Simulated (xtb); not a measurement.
Spectroscopic constants of SbSe, multiplicity 4 (lowest of 2S+1 = 2, 4 at CCSD(T)/def2-TZVPP on PBE0 minima; our sources give no spin for the ground state, which may be another). No spin–orbit coupling. Se is treated without relativity.

Seven points along R, fitted to fifth degree in 1/R; most abundant isotopes. In def2 and cc sets the state is the lowest found near the PBE0 minimum, followed along R.

Programs: xtb for the GFN methods. Values without a source in brackets are computed. The GFN methods have no spin term and hold the electronic entropy of 300 K.

Energies at GFN2-xTB:

```
R (Å)     E (hartree)
--------  -----------
2.401552  -5.36014595
2.466110  -5.36544059
2.525503  -5.36843230
2.592644  -5.37011677
2.659784  -5.37038603
2.737253  -5.36934605
2.827634  -5.36677986
```

With a reduced mass of 48.1137 u, find the minimum, the force constant and the constants.

A fifth-degree polynomial in 1/R puts the minimum at r_e = 2.6404 Å with force constant 114 N/m. Then ω_e = (1/2πc)√(k/μ) = 200 cm⁻¹ and B_e = h/(8π²cμr_e²) = 0.05025 cm⁻¹; the cubic and quartic terms give α_e = 0.00017 and ω_e x_e = 0.45 cm⁻¹.
